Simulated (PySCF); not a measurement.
H2Zn. Atoms are numbered in the order given.

```xyz
3

Zn     0.0000     0.0000     0.0000
H      0.0000     0.0000    -1.5458
H      0.0000     0.0000     1.5458
```
Charge 0, spin multiplicity 1.

The structure is a stationary point at PBE-D3(BJ)/def2-TZVPD. The isomer is the one that the SMILES or the coordinates give; other isomers of the formula were not compared.

Method: PySCF 2.14.0 with TDDFT-M06-2X/def2-TZVPD.

Vertical excitations; the highest root listed may be one member of a degenerate set. The molecule is in vacuum. State labels are in the subgroup D2h.

Computed UV-visible absorptions:
```json
[
 {"state": "S1", "symmetry": "B2g", "energy (eV)": "5.71", "λ (nm)": "217", "f": "0.000", "main pairs": "HOMO→LUMO+1 (degenerate set)"},
 {"state": "S2", "symmetry": "B3g", "energy (eV)": "5.71", "λ (nm)": "217", "f": "0.000", "main pairs": "HOMO→LUMO (degenerate set)"},
 {"state": "S3", "symmetry": "Ag", "energy (eV)": "8.12", "λ (nm)": "153", "f": "0.000", "main pairs": "HOMO→LUMO+2 98 %"},
 {"state": "S4", "symmetry": "B3u", "energy (eV)": "8.23", "λ (nm)": "151", "f": "0.362", "main pairs": "HOMO−1→LUMO+1 (degenerate set)"},
 {"state": "S5", "symmetry": "B2u", "energy (eV)": "8.23", "λ (nm)": "151", "f": "0.362", "main pairs": "HOMO−1→LUMO (degenerate set)"},
 {"state": "S6", "symmetry": "B2g", "energy (eV)": "8.50", "λ (nm)": "146", "f": "0.000", "main pairs": "HOMO→LUMO+5 (degenerate set)"},
 {"state": "S7", "symmetry": "B3g", "energy (eV)": "8.50", "λ (nm)": "146", "f": "0.000", "main pairs": "HOMO→LUMO+4 (degenerate set)"},
 {"state": "S8", "symmetry": "B1u", "energy (eV)": "8.55", "λ (nm)": "145", "f": "0.030", "main pairs": "HOMO→LUMO+3 81 %, HOMO→LUMO+6 18 %"},
 {"state": "S9", "symmetry": "B1u", "energy (eV)": "8.61", "λ (nm)": "144", "f": "0.993", "main pairs": "HOMO→LUMO+6 75 %, HOMO→LUMO+3 17 %"},
 {"state": "S10", "symmetry": "Ag", "energy (eV)": "9.76", "λ (nm)": "127", "f": "0.000", "main pairs": "HOMO−1→LUMO+3 94 %"},
 {"state": "T1", "symmetry": "B3g", "energy (eV)": "5.32", "λ (nm)": "233", "f": "0", "main pairs": "HOMO→LUMO (degenerate set)"},
 {"state": "T2", "symmetry": "B2g", "energy (eV)": "5.32", "λ (nm)": "233", "f": "0", "main pairs": "HOMO→LUMO+1 (degenerate set)"},
 {"state": "T3", "symmetry": "B1u", "energy (eV)": "6.31", "λ (nm)": "197", "f": "0", "main pairs": "HOMO→LUMO+3 78 %, HOMO→LUMO+6 18 %"},
 {"state": "T4", "symmetry": "B3u", "energy (eV)": "7.14", "λ (nm)": "174", "f": "0", "main pairs": "HOMO−1→LUMO+1 85 %"}
]
```
Triplets are in the Tamm–Dancoff approximation, which puts them higher than full response would, so one can lie above its singlet here.
